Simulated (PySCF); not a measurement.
Polarisability and C₆ of Si⁻ (silicon, charge -1)

[Ne] 3s2 3p3, high-spin 4S determinant. Calculation: PySCF 2.14, in aug-cc-pV(T+d)Z (6s5p4d2f, 55 functions); no relativity, point nucleus. Coupled (time-dependent) response in atomic units; α is the mean over directions.

| method | mean α (bohr³) | C₆ (like pair) | S(−4) |
| --- | --- | --- | --- |
| UHF | 106.3 | 1469 | 4921 |

S(−4) is the Cauchy moment in α(ω) = α(0) + S(−4) ω² + …

α(iu) at UHF:

```csv
u (hartree),α(iu) (bohr³)
0,106.3
0.0500,95.77
0.100,76.36
0.200,46.34
0.300,29.50
0.500,14.27
0.750,7.327
1.00,4.438
1.50,2.160
2.00,1.304
3.00,0.6569
5.00,0.2888
```

A single London oscillator, α(iu) = α/(1 + u²/ω²), gives C₆ = (3/4) ω α². Matching the computed C₆ needs ω = 4 × 1469 / (3 × 106.3²) = 0.173 hartree.

For an ion, C₆ is the dispersion term alone; charge-induced terms of lower order in 1/R come first.
